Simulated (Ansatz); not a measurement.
C3H6NO, SMILES C[N]C(C)=O (connectivity only; charge and spin as stated), charge -1, multiplicity 1.

The structure is a stationary point at B3LYP-D3(BJ)/def2-SVPD. The multiplicity is an assumed one; no other spin state was optimised. The isomer is the one that the SMILES or the coordinates give; other isomers of the formula were not compared.

Two levels are set side by side: PBE/def2-SVPD (Ansatz, a program for electronic structure) and PBE0/def2-SVPD (Ansatz). Energy differences of separate SCF runs at the same geometry; the states with an electron removed or added have multiplicity 2. Differences are taken from unrounded values.

```json
[
 {"quantity": "vertical ionisation energy (eV)", "PBE0": "2.51"},
 {"quantity": "vertical singlet–triplet gap (eV)", "PBE0": "4.01"}
]
```

### Question
What does PBE give, and how far is it from PBE0? (The exact figures need the calculation; the answer reports its results.)

### Answer

```
quantity                            PBE  PBE minus PBE0
---------------------------------  ----  --------------
vertical ionisation energy (eV)    2.60            0.08
vertical singlet–triplet gap (eV)  3.92           -0.09
```
